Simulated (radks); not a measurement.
Initial-state core-level shifts of the bromine ion Br+ when its valence configuration changes from [Ar] 3d10 4s2 4p4. Calculated with a radial shooting solver on a logarithmic mesh with Libxc functionals: Dirac Kohn-Sham, PBE, spin-unpolarised, spherical densities, finite nucleus; open shells fill j = l - 1/2 first; Fermi nuclear charge, rms radius 4.1629 fm. Shifts are changes of the shell-averaged eigenvalues in eV (positive: less bound); the change of the density at the nucleus, which sets a Mossbauer isomer shift, is in e/bohr^3, on a base of 4.437e+04.

valence,1s,2s,3s,3p,density at nucleus
3d9 4s2 4p5,-15.638,-17.348,-13.267,-13.041,+18.717
3d10 4s1 4p5,-1.695,-1.644,-1.658,-1.649,-36.525
3d8 4s2 4p6,-32.092,-35.660,-26.788,-26.355,+38.678
3d9.5 4s2 4p4.5,-7.716,-8.551,-6.600,-6.484,+9.200
3d9 4s1 4p6,-17.220,-18.893,-14.816,-14.581,-21.996
3d8.5 4s2 4p5.5,-23.764,-26.385,-19.998,-19.665,+28.546
3d9.5 4s1 4p5.5,-9.353,-10.145,-8.202,-8.077,-29.417
3d10 4p6,-3.331,-3.232,-3.264,-3.246,-74.435
3d10 4s1.5 4p4.5,-0.855,-0.829,-0.836,-0.832,-18.083
